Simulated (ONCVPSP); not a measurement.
## rhenium: one change to an ONCV potential, before and after

ONCVPSP 4.0.1 input, shortened (lines: element, Z, core and valence counts, functional; n l f; lmax; l rc ep ncon nbas qcut; lloc lpopt rc5 dvloc0; l nproj debl; icmod fcfact rcfact), LDA (Perdew-Wang 92), scalar-relativistic:

```
  Re 75.00   10    4  -001012      upf
    1    0    2.00
    2    0    2.00
    2    1    6.00
    3    0    2.00
    3    1    6.00
    3    2   10.00
    4    0    2.00
    4    1    6.00
    4    2   10.00
    4    3   14.00
    5    0    2.00
    5    1    6.00
    5    2    5.00
    6    0    2.00
    2
    0    1.80    0.00    4    9    7.10
    1    1.60    0.00    3    6    8.00
    2    2.05    0.00    4    9    7.30
    4    5    1.15    2.00
    0    2    2.50
    1    1    0.90
    2    3    2.80
    3    3.50    1.50
```

All-electron outer shells of the reference configuration (LDA (PZ), scalar-relativistic, ld1.x):

```csv
shell,level (eV),outermost node (bohr),outermost maximum (bohr)
5s,-85.51,0.52,0.93
5p,-47.21,0.56,1.06
4f,-42.60,–,0.41
6s,-6.16,1.24,2.54
5d,-5.57,0.62,1.43
```

Change: all radii but the core radius scaled by about 1.25 (s 2.26, p 2.00, d 2.56 bohr); local potential polynomial inside 1.44 bohr (lpopt 5, dvloc0 2 Ha).

Cutoffs: the cutoffs (Ha) at which the residual kinetic energy of the hardest occupied pseudo-wave falls to 1 and 0.1 mHa per electron; they do not see the model core or the augmentation charge, which bear on the density cutoff. Errors are all-electron minus pseudo energies relative to the spin-unpolarised reference configuration.

Q: What does the change do?

A: The potential gets softer (22 Ha and 26 Ha → 15 Ha and 18 Ha); of the 4 tests that both files solve, the error grows in 3 and shrinks in 1 by more than 15 % and 0.3 meV (median size 9.8 → 12.4 meV); neither file shows a bound ghost. A larger radius leaves more room for a smooth pseudo-wave, so fewer plane waves are needed.

```csv
quantity,base,changed
"cutoff, loose",22 Ha,15 Ha
"cutoff, tight",26 Ha,18 Ha
loose cutoff by channel,"s 17 Ha, p 22 Ha, d 16 Ha","s 12 Ha, p 12 Ha, d 15 Ha"
bound ghosts,none,none
GHOST(+) flags under 300 eV,s at 125.1 eV,none
"error for 5s2 5p6 5d5 6s1, meV [ΔE 9.51 eV]",-4.4,-5.2
"error for 5s2 5p6 5d5 6s0, meV [ΔE 26.18 eV]",-15,-20
"error for 5s2 5p6 5d4 6s0, meV [ΔE 53.63 eV]",-19,-22
"error for 5s2 5p6 5d4 6s2, meV [ΔE 10.19 eV]",-4.2,-2.2
"rms error of d²Exc/dni dnj with the model core, mHa",0.72,1.37
```
